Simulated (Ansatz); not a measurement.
Conformers of FH5OSi2 (`O[SiH2][SiH2]F`), each relaxed with PBE0-D4/def2-TZVP in Ansatz. CBS adds the triple-zeta coupled-cluster correction to the MP2 limit.

Not all of them had a frequency check.

Conformer A:

```xyz
9

O    -1.917    0.156    0.172
Si   -0.484    0.592   -0.527
Si    1.136   -0.724    0.549
F     2.573   -0.370   -0.083
H    -2.718    0.586   -0.128
H    -0.200    2.045   -0.339
H    -0.488    0.336   -1.996
H     0.897   -2.176    0.346
H     1.201   -0.444    2.007
```

Conformer B:

Cartesian coordinates in Å:
```
O 1.912 -0.661 0.526
Si 0.435 -0.928 -0.163
Si -0.946 0.976 -0.180
F -0.319 2.141 -1.093
H 1.938 -0.321 1.421
H -0.329 -1.989 0.561
H 0.713 -1.395 -1.542
H -2.291 0.645 -0.722
H -1.113 1.532 1.192
```

(1) Which is lowest in electronic energy at CCSD(T)/CBS (frozen core, def2 sets), and by how much? (Best estimate.)

(2) Give the energies relative to A (kJ/mol) with PBE-D4/def2-TZVPP, r2SCAN-D4/def2-TZVPP, PBE0/def2-TZVPP, SCS-MP2/def2-TZVPP, HF/def2-QZVPP, SCS-MP2/def2-QZVPP, CCSD/CBS(def2). (Best estimate.)

## Answers

(1) The calculation gave: A; B lies 2.1 kJ/mol higher.

(2) Ansatz gave: 
```csv
level,B
PBE-D4/def2-TZVPP,-0.4
r2SCAN-D4/def2-TZVPP,0.1
PBE0/def2-TZVPP,0.9
SCS-MP2/def2-TZVPP,2.6
HF/def2-QZVPP,3.8
SCS-MP2/def2-QZVPP,2.6
CCSD/CBS(def2),2.6
```
